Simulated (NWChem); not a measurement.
System: arsine (AsH3); SMILES [AsH3]

NWChem input:

```
start job
memory heap 200 mb stack 900 mb global 1100 mb
geometry units angstroms noautosym nocenter noautoz
  As     0.005801    -0.004148     0.052791
  H     -1.293829     0.413383    -0.626293
  H      0.827634     0.937993    -0.819900
  H      0.203798    -1.163097    -0.917904
end
basis spherical
  As library aug-cc-pvdz
  H library aug-cc-pvdz
end
dft
  xc hfexch
  iterations 150
end
tddft
  nroots 6
  notriplet
end
task tddft energy
```

Parts of the log:

```
             Northwest Computational Chemistry Package (NWChem) 7.3.0
             --------------------------------------------------------

                             Geometry "geometry" -> ""
                             -------------------------

 Output coordinates in angstroms (scale by  1.889725989 to convert to a.u.)

  No.       Tag          Charge          X              Y              Z
 ---- ---------------- ---------- -------------- -------------- --------------
    1 As                  33.0000     0.00580100    -0.00414800     0.05279100
    2 H                    1.0000    -1.29382900     0.41338300    -0.62629300
    3 H                    1.0000     0.82763400     0.93799300    -0.81990000
    4 H                    1.0000     0.20379800    -1.16309700    -0.91790400

 Effective nuclear repulsion energy (a.u.)      35.0844013252

  xc_inp: hfexch multiplicative factor not found.

                                 NWChem DFT Module
                                 -----------------

 Summary of "ao basis" -> "ao basis" (spherical)
 ------------------------------------------------------------------------------
       Tag                 Description            Shells   Functions and Types
 ---------------- ------------------------------  ------  ---------------------
 As                       aug-cc-pvdz               14       36   6s5p3d
 H                        aug-cc-pvdz                5        9   3s2p

            General Information
            -------------------
          SCF calculation type: DFT
          Wavefunction type:  closed shell.
          No. of atoms     :     4
          No. of electrons :    36
           Alpha electrons :    18
            Beta electrons :    18
          Charge           :     0
          Spin multiplicity:     1
          Use of symmetry is: off; symmetry adaption is: off
          Maximum number of iterations: 150
          AO basis - number of functions:    63
                     number of shells:    29
          Convergence on energy requested:  1.00D-06
          Convergence on density requested:  1.00D-05
          Convergence on gradient requested:  5.00D-04

              XC Information
              --------------
                     Hartree-Fock (Exact) Exchange  1.000

      Superposition of Atomic Density Guess
      -------------------------------------

 Sum of atomic energies:       -2235.61003690

      Non-variational initial energy
      ------------------------------

 Total energy =   -2235.798508
 1-e energy   =   -3184.339461
 2-e energy   =     913.456552
 HOMO         =      -0.311466
 LUMO         =       0.024143

   convergence    iter        energy       DeltaE   RMS-Dens  Diis-err
 ---------------- ----- ----------------- --------- --------- ---------
 d= 0,ls=0.0,diis     1  -2235.8874154728 -2.27D+03  3.92D-03  3.91D-02
 d= 0,ls=0.0,diis     2  -2235.8987898120 -1.14D-02  2.09D-03  3.29D-03
 d= 0,ls=0.0,diis     3  -2235.9000270886 -1.24D-03  6.79D-04  2.27D-04
 d= 0,ls=0.0,diis     4  -2235.9001366129 -1.10D-04  1.70D-04  1.03D-05
 d= 0,ls=0.0,diis     5  -2235.9001423427 -5.73D-06  1.32D-05  1.90D-07
 d= 0,ls=0.0,diis     6  -2235.9001424309 -8.82D-08  1.88D-06  9.88D-09

         Total DFT energy =    -2235.900142430886
      One electron energy =    -3185.734775232229
           Coulomb energy =      997.203015383752
    Exchange-Corr. energy =      -82.452783907590
 Nuclear repulsion energy =       35.084401325181

 Numeric. integr. density =        0.000000000000

                       DFT Final Molecular Orbital Analysis
                       ------------------------------------

 Vector   16  Occ=2.000000D+00  E=-4.937890D-01
              MO Center= -3.8D-01,  2.5D-01, -4.2D-01, r^2= 2.0D+00
   Bfn.  Coefficient  Atom+Function         Bfn.  Coefficient  Atom+Function
  ----- ------------  ---------------      ----- ------------  ---------------
    37     -0.350684  2 H  s                 13      0.328923  1 As px
    16      0.254363  1 As px                46      0.220381  3 H  s
    38     -0.162849  2 H  s                 55      0.130303  4 H  s
    47      0.102340  3 H  s                 56      0.060509  4 H  s
    30      0.056807  1 As d  1              25     -0.047960  1 As d  1

 Vector   17  Occ=2.000000D+00  E=-4.937841D-01
              MO Center=  2.7D-01, -1.8D-01, -5.3D-01, r^2= 2.0D+00
   Bfn.  Coefficient  Atom+Function         Bfn.  Coefficient  Atom+Function
  ----- ------------  ---------------      ----- ------------  ---------------
    14      0.330298  1 As py                55     -0.329704  4 H  s
    46      0.277694  3 H  s                 17      0.255425  1 As py
    56     -0.153118  4 H  s                 47      0.128964  3 H  s
    28     -0.069944  1 As d -1              23      0.059320  1 As d -1
    37      0.052007  2 H  s                 13      0.047324  1 As px

[...]

                                NWChem TDDFT Module
                                -------------------

            General Information
            -------------------
           No. of orbitals :     126
            Alpha orbitals :      63
             Beta orbitals :      63
        Alpha frozen cores :       0
         Beta frozen cores :       0
     Alpha frozen virtuals :       0
      Beta frozen virtuals :       0
         Spin multiplicity :       1
    Number of AO functions :      63
        Use of symmetry is : off
      Symmetry adaption is : off
         Schwarz screening :  0.10D-07

              XC Information
              --------------
              Hartree-Fock (Exact) Exchange   1.00

             TDDFT Information
             -----------------
          Calculation type : TDHF
         Wavefunction type : Restricted singlets
          No. of electrons :      36
           Alpha electrons :      18
            Beta electrons :      18
              No. of roots :       6
          Max subspacesize :    5200
            Max iterations :     100
               Target root :       1
           Target symmetry : none
      Symmetry restriction : off
                 Algorithm : Optimal
        Davidson threshold :  0.10D-03

    6 smallest eigenvalue differences (eV)
--------------------------------------------------------
  No. Spin  Occ  Vir  Irrep   E(Occ)    E(Vir)   E(Diff)
--------------------------------------------------------
    1    1   18   19 a        -0.381     0.034    11.308
    2    1   18   20 a        -0.381     0.075    12.413
    3    1   18   21 a        -0.381     0.075    12.413
    4    1   18   22 a        -0.381     0.085    12.694
    5    1   18   23 a        -0.381     0.085    12.694
    6    1   18   24 a        -0.381     0.094    12.932
--------------------------------------------------------

  Entering Davidson iterations
  Restricted singlet excited states

  Iter   NTrls   NConv    DeltaV     DeltaE      Time
  ----  ------  ------  ---------  ---------  ---------
    1      6       0     0.89E-01   0.10+100       17.2
    2     18       0     0.38E-01   0.28E-01       16.7
    3     30       0     0.99E-02   0.27E-02       16.3
    4     42       0     0.37E-02   0.10E-03       17.4
    5     54       0     0.83E-03   0.11E-04       17.9
    6     66       1     0.16E-03   0.58E-06       20.4
    7     74       6     0.75E-04   0.18E-07       22.6
  ----  ------  ------  ---------  ---------  ---------
  Convergence criterion met

  Ground state a       -2235.900142430886 a.u.

  ----------------------------------------------------------------------------
  Root   1 singlet a              0.256733366 a.u.                6.9861 eV
  ----------------------------------------------------------------------------
     Transition Moments    X  0.10950   Y -0.07863   Z  0.98812
     Dipole Oscillator Strength                    0.1702217765
     Electric Quadrupole                           0.0000000250
     Magnetic Dipole                               0.0000000000
     Total Oscillator Strength                     0.1702218015

     Occ.   18  a   ---  Virt.   19  a    0.91411 X
     Occ.   18  a   ---  Virt.   24  a   -0.11106 X
     Occ.   18  a   ---  Virt.   25  a   -0.37600 X
     Occ.   18  a   ---  Virt.   40  a    0.05998 X
  ----------------------------------------------------------------------------
  Root   2 singlet a              0.268783072 a.u.                7.3140 eV
  ----------------------------------------------------------------------------
     Transition Moments    X -0.05641   Y -0.79093   Z -0.05668
     Dipole Oscillator Strength                    0.1132403732
     Electric Quadrupole                           0.0000001284
     Magnetic Dipole                               0.0000014153
     Total Oscillator Strength                     0.1132419169

     Occ.   16  a   ---  Virt.   22  a    0.05131 X
     Occ.   16  a   ---  Virt.   26  a   -0.05910 X
     Occ.   17  a   ---  Virt.   23  a    0.05131 X
     Occ.   17  a   ---  Virt.   27  a   -0.05910 X
     Occ.   17  a   ---  Virt.   28  a    0.05262 X
     Occ.   18  a   ---  Virt.   20  a    0.08423 X
     Occ.   18  a   ---  Virt.   21  a    0.21624 X
     Occ.   18  a   ---  Virt.   22  a    0.81713 X
     Occ.   18  a   ---  Virt.   26  a   -0.48823 X
     Occ.   18  a   ---  Virt.   27  a    0.06430 X
     Occ.   18  a   ---  Virt.   30  a   -0.05290 X
  ----------------------------------------------------------------------------
  Root   3 singlet a              0.268785457 a.u.                7.3140 eV
  ----------------------------------------------------------------------------
     Transition Moments    X  0.78813   Y -0.04966   Z -0.09126
     Dipole Oscillator Strength                    0.1132383758
     Electric Quadrupole                           0.0000001285
     Magnetic Dipole                               0.0000014153
     Total Oscillator Strength                     0.1132399195

[...]
```

Level: Hartree-Fock/aug-cc-pVDZ, TDHF. The geometry was optimised at PBE0/def2-SVP.
